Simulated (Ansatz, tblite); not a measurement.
Forces on Si(NCO)H3 (CH₃NOSi) at its r2SCAN-D4/def2-TZVP geometry. The state is a singlet with charge 0.

The xTB rows come from tblite.

GFN1-xTB (tblite), largest force 1.37 eV/Å:

```xyz
7
positions Å, forces eV/Å
Si   -0.313    0.830    0.526   -0.320    0.825    0.515
N     0.235   -0.545   -0.318    0.007   -0.077   -0.069
C     0.572   -1.503   -0.947    0.411   -1.104   -0.704
O     0.908   -2.442   -1.558   -0.365    1.020    0.664
H    -0.304    1.995   -0.388    0.031   -0.489    0.262
H     0.590    1.081    1.672   -0.274   -0.175   -0.446
H    -1.689    0.582    1.014    0.510   -0.001   -0.222
```

GFN2-xTB (tblite), largest force 1.46 eV/Å:

```
Si -0.304 0.746 0.452
N 0.387 -1.025 -0.649
C 0.084 -0.272 -0.190
O -0.410 1.169 0.768
H 0.046 -0.362 0.112
H -0.134 -0.183 -0.316
H 0.331 -0.071 -0.176
```

CAM-B3LYP-D4/def2-TZVP (Ansatz), largest force 0.75 eV/Å:

```
Si -0.061 0.158 0.099
N 0.208 -0.600 -0.397
C -0.001 0.030 0.028
O -0.195 0.535 0.346
H 0.003 -0.103 0.066
H -0.068 -0.029 -0.096
H 0.113 0.009 -0.045
```
